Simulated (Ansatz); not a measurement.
C2H6AlCl, charge +1, doublet, geometry from GFN2-xTB (such geometries of metal compounds can be far from the true shape) (a state made from the parent by changing its charge; the spin is typed, not shown lowest), with bond 10-1 at 2.2 times its length; PBE/6-31G run with Ansatz (a first-principles code).

The Ansatz input:
Ansatz 0.2 input:
```yaml
crystal:
  periodic: [false, false, false]
  atoms:
    - {symbol: Al, position_ang: [0.09124442, -0.10477932, 0.09617844]}
    - {symbol: C, position_ang: [1.98331543, -0.84704723, -0.12551941]}
    - {symbol: H, position_ang: [1.97551083, -1.92533151, 0.03999268]}
    - {symbol: H, position_ang: [2.63142673, -0.35276670, 0.60048219]}
    - {symbol: H, position_ang: [2.27866079, -0.59874880, -1.14767108]}
    - {symbol: C, position_ang: [-0.33672130, -1.04379740, 1.86115287]}
    - {symbol: H, position_ang: [-0.49163600, -2.10443373, 1.65501740]}
    - {symbol: H, position_ang: [-1.25439124, -0.57745761, 2.22732785]}
    - {symbol: H, position_ang: [0.49032118, -0.90627412, 2.55917883]}
    - {symbol: Cl, position_ang: [-2.27010483, 2.60684489, -2.39286038]}
basis:
  gaussian:
    orbitals: 6-31G
hamiltonian:
  xc: pbe
total_charge: 1
magnetization: {spin_polarized: true, initial_magnetization: 1}
```

Output, abridged:

```
Functional definition: PBE
724 factors; integrals over basis functions are off by at most 2.0e-4 eV
mean field evaluation 1: about -21244.0400 eV, gradient 6.4e1 eV
mean field evaluation 2: about -21157.8234 eV, gradient 1.1e2 eV
mean field evaluation 4: about -21251.2563 eV, gradient 3.7e1 eV
mean field evaluation 8: about -21175.1306 eV, gradient 7.8e1 eV
mean field evaluation 16: about -21267.2295 eV, gradient 1.8e-1 eV
mean field evaluation 32: about -21267.2314 eV, gradient 8.7e-6 eV
mean field evaluation 64: about -21267.2177 eV, gradient 8.0e-1 eV
mean field evaluation 96: about -21265.9306 eV, gradient 3.9e-4 eV
mean field evaluation 128: about -21266.0094 eV, gradient 1.5e0 eV
mean field -21267.23143092 eV, -781.5563396391 hartree, gradient 6.4e-6 eV, S^2 0.752518; 5 other end points of the search recorded, 0 dependent functions left out
reference -21267.23146966 eV, -781.5563410629 hartree; 24, 23 occupied and 32, 33 virtual orbitals, 724 factors
Total energy: -21267.23146966 eV, -781.5563410629 hartree
```
